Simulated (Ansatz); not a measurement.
**Loss of CH4: C4H6F4 → C3H2F4 + CH4**

Species: C4H6F4 `CC(F)C(F)C(F)F`, singlet; C3H2F4 `F/C=C(\F)C(F)F`, singlet; CH4 (methane) `C`, singlet. This is a balance of energies; it says nothing on the path, which may need atoms to shift.

Shapes, held fixed at every level: PBE0-D4/def2-TZVP. Flexible molecules stand in one conformer, not always the lowest. Programs: Ansatz 0.2.0. The zero-point and thermal change to 298 K, harmonic and unscaled (PBE0-D4/def2-TZVP), is -12.9 kJ/mol.

Task: Estimate ΔH(298 K) of this reaction.

Result: The highest level, CCSD(T)/CBS estimate, gives ΔH(298 K) = +114.7 kJ/mol; the levels span +96.5 to +120.0. The column of differences is taken from that level and isn't an error. No measured value is set beside it here. The CBS estimate extrapolates MP2 from def2-TZVPP and def2-QZVPP and adds CCSD(T) − MP2 in the triple-zeta set, cores frozen.

```csv
level,kind,ΔH(298 K) (kJ/mol),less CCSD(T)/CBS estimate
PBE-D4/def2-TZVPP,GGA,+98.4,-16.3
B3LYP-D4/def2-TZVPP,global hybrid,+96.5,-18.2
wB97M-V/def2-TZVPP,range-separated hybrid,+114.0,-0.7
MP2/def2-TZVPP,perturbation theory,+118.0,+3.3
CCSD(T)/def2-SVP,coupled cluster or CI,+120.0,+5.3
CCSD(T)/def2-TZVPP,coupled cluster or CI,+111.9,-2.8
CCSD(T)/CBS estimate,coupled cluster or CI,+114.7,0.0
```
